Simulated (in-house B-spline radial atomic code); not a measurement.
# One electron outside the 1s2 core: the neon ion Ne⁷⁺

Computed with a B-spline radial code for spherical atoms, no-pair Dirac-Coulomb Hamiltonian, finite nucleus. Rungs: frozen-core Dirac-Hartree-Fock (DHF); Brueckner orbitals from the second-order correlation potential; the same with the Coulomb interaction screened by the core and the hole-particle interaction summed; Breit and QED terms from differences of relaxed Dirac-Fock atoms, where computed. Partial waves beyond l = 6 are extrapolated. The tables show a selection of states; those near core-excited levels, with erratic corrections or far from their DHF start are never shown.

Command:
```bash
python run_mb.py task.json out
```
Settings (nuclear radius in fm, box in bohr, cutoff in hartree):
```
basis_form          2
Z                   10
core_configuration  1s2
rms_radius          3.0055
mass_number         20
speed_of_light      137.036
box_radius          26.4
lmax                6
intervals           67
virtual_cutoff      300.0
```

Time taken, with all properties: 5.8 s on 1 thread of AMD EPYC 9R45 96-Core Processor, on a shared host.

Removal energies (eV):

```json
{"state": "2s1/2", "DHF": "238.986", "second order": "239.12", "screened": "239.125", "Breit + QED": "-0.0368", "final": "239.088"}
{"state": "3s1/2", "DHF": "102.701", "second order": "?", "screened": "?", "Breit + QED": "?", "final": "?"}
{"state": "3p1/2", "DHF": "98.3375", "second order": "98.4045", "screened": "98.4057", "Breit + QED": "-0.0115", "final": "98.3942"}
{"state": "3p3/2", "DHF": "98.2711", "second order": "98.3376", "screened": "98.3388", "Breit + QED": "-0.00482", "final": "98.334"}
{"state": "3d3/2", "DHF": "96.8238", "second order": "96.8462", "screened": "96.8472", "Breit + QED": "-0.000253", "final": "96.8469"}
{"state": "3d5/2", "DHF": "96.8054", "second order": "96.8277", "screened": "96.8286", "Breit + QED": "-8.63e-05", "final": "96.8286"}
{"state": "4s1/2", "DHF": "56.8783", "second order": "?", "screened": "?", "Breit + QED": "?", "final": "?"}
{"state": "4p1/2", "DHF": "55.0943", "second order": "55.1204", "screened": "55.1208", "Breit + QED": "-", "final": "-"}
{"state": "4p3/2", "DHF": "55.0664", "second order": "55.0923", "screened": "55.0927", "Breit + QED": "-", "final": "-"}
{"state": "4d3/2", "DHF": "54.4623", "second order": "54.4723", "screened": "54.4727", "Breit + QED": "-0.000146", "final": "54.4725"}
{"state": "4d5/2", "DHF": "54.4545", "second order": "54.4644", "screened": "54.4649", "Breit + QED": "-4.5e-05", "final": "54.4648"}
{"state": "4f5/2", "DHF": "54.4298", "second order": "54.4318", "screened": "54.4319", "Breit + QED": "-", "final": "-"}
{"state": "4f7/2", "DHF": "54.4259", "second order": "54.4279", "screened": "54.428", "Breit + QED": "-", "final": "-"}
{"state": "5s1/2", "DHF": "36.0739", "second order": "36.0808", "screened": "36.081", "Breit + QED": "-", "final": "-"}
```

Problem. What does correlation do to 4s1/2?

Solution. It adds 0.01398 eV to the removal energy in second order and 0.01445 eV with screening, giving 56.8927 eV before Breit and QED terms, which weren't computed for this state.

Problem. What does correlation do to 3s1/2?

Solution. It adds 0.03573 eV to the removal energy in second order and 0.03701 eV with screening; Breit and QED add -0.0103 eV, for a final 102.727 eV.

Problem. How does the lowest state compare with the NIST ionisation energy?

Solution. 2s1/2 is bound by 239.088 eV, without recoil; NIST lists 239.097 ± 0.0019 eV (semi-empirical), a difference of -0.0089 eV.

Magnetic hyperfine constants per unit nuclear g factor (MHz, nucleus as a uniformly magnetised ball; they apply to isotopes with nuclear spin):

```json
{"state": "2s1/2", "DHF": "22150", "+ core polarisation": "23810", "+ Brueckner": "23860"}
{"state": "3s1/2", "DHF": "6281", "+ core polarisation": "6721", "+ Brueckner": "6731"}
{"state": "3p1/2", "DHF": "1861", "+ core polarisation": "1966", "+ Brueckner": "1970"}
{"state": "3p3/2", "DHF": "369.4", "+ core polarisation": "284.7", "+ Brueckner": "285.4"}
{"state": "4s1/2", "DHF": "2595", "+ core polarisation": "2772", "+ Brueckner": "2776"}
{"state": "4p1/2", "DHF": "779.6", "+ core polarisation": "821", "+ Brueckner": "822.1"}
```

Problem. What is the static scalar polarisability of 2s1/2?

Solution. 0.4571 bohr³: 0.001038 from the core and 0.456 from the valence electron, Pauli blocking included.
